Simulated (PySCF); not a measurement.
Run record: geometry optimisation, `C=CO[SiH2]F`.

Computed with PBE0-D3(BJ)/def2-SVP geometry optimisation, gas phase (PySCF 2.14.0). Start geometry: GFN2-xTB. The command runs a driver script over a list of jobs; the input below is this job's line of settings and its coordinates in Å.

Command:
```bash
OMP_NUM_THREADS=1 python probes_run.py task.json out
```

Input:
```
{"job": {"xc": "PBE0", "basis": "def2-SVP", "d3": "d3bj", "grid": 1, "kind": "geom"}, "charge": 0, "multiplicity": 1}
C      1.689730     0.233322    -0.147163
C      0.888092    -0.795171    -0.354217
O     -0.444208    -0.803259    -0.188573
Si    -1.531813     0.297239     0.281211
F     -2.866803    -0.575692     0.194992
H      1.308168     1.182909     0.184246
H      2.747744     0.148124    -0.304708
H      1.255878    -1.758154    -0.689049
H     -1.366739     0.688885     1.670182
H     -1.671168     1.386451    -0.669449
```

Output:
```
step   0  E = -543.16059523  max force = 0.021149
step   1  E = -543.16496589  max force = 0.004500
step   2  E = -543.16505205  max force = 0.005467
step   3  E = -543.16511591  max force = 0.003836
step   4  E = -543.16523783  max force = 0.001493
step   5  E = -543.16525596  max force = 0.001280
step   6  E = -543.16526923  max force = 0.000547
step   7  E = -543.16527216  max force = 0.000222
optimisation converged
```

Energies in Eh; «max force» is the largest Cartesian gradient component in Eh/bohr.

Question: How much energy does the optimisation release, in kcal/mol?

Answer: E(step 0) − E(last step) = 0.004677 Eh, which is 2.9 kcal/mol.

In short: final energy -543.16527 Eh after 7 steps; dipole 1.72 D.

Question: Give the final coordinates.

Answer: 0.091 Å rms from the input after alignment:
```
atom  x, y, z in Å
C1     1.7643    0.4202   -0.1557
C2     1.0287   -0.6724   -0.3725
O3    -0.3045   -0.7899   -0.2087
Si4   -1.4030    0.3518    0.2992
F5    -2.8196   -0.4180    0.3048
H6     1.3355    1.3654    0.1904
H7     2.8410    0.3860   -0.3256
H8     1.4781   -1.6088   -0.7194
H9    -1.0960    0.7952    1.6822
H10   -1.4750    1.4757   -0.6679
```

Question: How long does this job take on one thread, Arm Neoverse V2 (aarch64), no GPU, on a shared host? And the peak memory of the process?

Answer: About 20 s, with 0.40 GiB resident at the peak, the Python interpreter and its libraries included.
Labels such as C1 count atoms from 1, the log's own numbers from 0.
